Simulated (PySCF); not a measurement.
SMILES C(c1ccccc1)CO[SiH3], singlet, GFN2-xTB optimised geometry.

```
22

Si    -0.29    -1.39     3.49
O     -0.92    -2.37     2.37
C     -1.98    -2.17     1.48
C     -1.48    -1.90     0.06
C     -0.71    -0.61     0.00
C     -1.38     0.60     0.00
C     -0.68     1.79     0.00
C      0.71     1.78     0.00
C      1.38     0.58     0.00
C      0.68    -0.61     0.00
H      0.79    -2.26     3.95
H      0.18    -0.11     2.95
H     -1.28    -1.10     4.53
H     -2.59    -3.09     1.49
H     -2.61    -1.34     1.82
H     -0.84    -2.73    -0.24
H     -2.35    -1.86    -0.60
H     -2.46     0.62    -0.01
H     -1.21     2.73     0.00
H      1.25     2.71     0.00
H      2.46     0.56     0.00
H      1.21    -1.55     0.01
```

Density from PBE0/def2-SVP (PySCF) at that geometry.

Minimum of the electron density along straight lines between bonded atoms, close to the bond critical point (lines longer than 1.1 times the sum of covalent radii, or with two minima, are not listed):

```tsv
bond	length / Å	ρ at the minimum / e bohr⁻³	∇²ρ there / e bohr⁻⁵	position (fraction from the first atom)
Si1–O2	1.619	0.130	1.11	0.41
O2–C3	1.394	0.259	-0.30	0.66
C3–C4	1.535	0.244	-0.56	0.51
C4–C5	1.501	0.256	-0.60	0.49
C5–C6	1.390	0.310	-0.78	0.50
C6–C7	1.383	0.313	-0.80	0.50
C7–C8	1.385	0.312	-0.80	0.50
C8–C9	1.384	0.312	-0.80	0.50
C5–C10	1.388	0.311	-0.79	0.50
C9–C10	1.384	0.312	-0.80	0.50
Si1–H11	1.453	0.121	0.33	0.49
Si1–H12	1.465	0.119	0.32	0.49
Si1–H13	1.468	0.118	0.32	0.49
C3–H14	1.097	0.281	-1.06	0.63
C3–H15	1.096	0.281	-1.05	0.63
C4–H16	1.091	0.277	-1.02	0.63
C4–H17	1.092	0.275	-0.99	0.62
C6–H18	1.082	0.282	-1.06	0.63
C7–H19	1.081	0.283	-1.07	0.63
C8–H20	1.080	0.283	-1.07	0.63
C9–H21	1.080	0.283	-1.08	0.63
C10–H22	1.080	0.283	-1.07	0.63
```
